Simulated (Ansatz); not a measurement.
Job for Ansatz (a program for electronic structure): R-B3LYP-D3(BJ)/def2-TZVP on HCl (SMILES Cl).

Ansatz 0.2 input:
```yaml
crystal:
  periodic: [false, false, false]
  atoms:
    - {symbol: Cl, position_ang: [0.00000000, 0.00000000, 0.64000000]}
    - {symbol: H, position_ang: [0.00000000, 0.00000000, -0.64000000]}
basis:
  gaussian:
    orbitals: def2-TZVP
hamiltonian:
  xc: b3lyp
  dispersion: d3bj
relax: {f_tol: 0.004, max_steps: 120}
scf: {lower_state_search: off}
```

Output:

```
WARN ansatz: RAYON_NUM_THREADS=4 ignored (pool sized by the plan → 4); use --threads N
Functional definition: B3LYP
these checks for a lower state are left out or cut short: stability, starts, cluster_reference, orbital_swaps, neighbouring_geometries, increment
integrals: 0.00 GiB planned
307 factors; their error is unknown
mean field: 0.11 GiB planned
mean field evaluation 1: about -12539.6720 eV, gradient 1.0e1 eV
mean field evaluation 2: about -12539.7274 eV, gradient 1.1e1 eV
mean field evaluation 4: about -12539.9314 eV, gradient 2.5e-1 eV
mean field evaluation 8: about -12539.9615 eV, gradient 4.4e-4 eV
mean field -12539.96148220 eV, -460.8350845798 hartree, gradient 2.3e-6 eV, S^2 0.000000; 0 other end points of the search recorded, 0 dependent functions left out
the calculation of the forces begins
reference -12539.96163216 eV, -460.8350900904 hartree; 9, 9 occupied and 34, 34 virtual orbitals, 307 factors
relax step   1: F+E_penalty+E_count = -12539.97677534 eV  Δ(F+E_penalty+E_count) = +0.000e0 eV  max|allowed force component| = 6.319e-2 eV/Å  Δτ_max = 0.0000 Å  (12 SCF iters, accepted)
these checks for a lower state are left out or cut short: stability, starts, cluster_reference, orbital_swaps, neighbouring_geometries, increment
integrals: 0.00 GiB planned
307 factors; their error is unknown
mean field: 0.11 GiB planned
mean field evaluation 16: about -12539.9615 eV, gradient 5.5e-2 eV
mean field -12539.96153448 eV, -460.8350865010 hartree, gradient 2.1e-6 eV, S^2 0.000000; 0 other end points of the search recorded, 0 dependent functions left out
the calculation of the forces begins
reference -12539.96168447 eV, -460.8350920131 hartree; 9, 9 occupied and 34, 34 virtual orbitals, 307 factors
relax step   2: F+E_penalty+E_count = -12539.97682753 eV  Δ(F+E_penalty+E_count) = -5.219e-5 eV  max|allowed force component| = 2.668e-2 eV/Å  Δτ_max = 0.0006 Å  (12 SCF iters, accepted)
these checks for a lower state are left out or cut short: stability, starts, cluster_reference, orbital_swaps, neighbouring_geometries, increment
integrals: 0.00 GiB planned
307 factors; their error is unknown
mean field: 0.11 GiB planned
mean field -12539.96154592 eV, -460.8350869214 hartree, gradient 1.6e-6 eV, S^2 0.000000; 0 other end points of the search recorded, 0 dependent functions left out
the calculation of the forces begins
reference -12539.96169594 eV, -460.8350924346 hartree; 9, 9 occupied and 34, 34 virtual orbitals, 307 factors
relax step   3: F+E_penalty+E_count = -12539.97683891 eV  Δ(F+E_penalty+E_count) = -1.138e-5 eV  max|allowed force component| = 8.997e-5 eV/Å  Δτ_max = 0.0004 Å  (12 SCF iters, accepted)
Total energy: -12539.97698893 eV, -460.8356544415 hartree
Atom 0 at    -0.000000    -0.000000     0.641006 Å, force    -0.000000    -0.000000     0.000090 eV/Å
Atom 1 at     0.000000     0.000000    -0.641006 Å, force     0.000000     0.000000    -0.000090 eV/Å
Dipole moment:    -0.000000    -0.000000    -0.258088 e Å
Checks for a lower state left out: stability, starts, cluster_reference, orbital_swaps, neighbouring_geometries, increment
```

The run converged.

Cost: roughly 0.9 core-seconds.
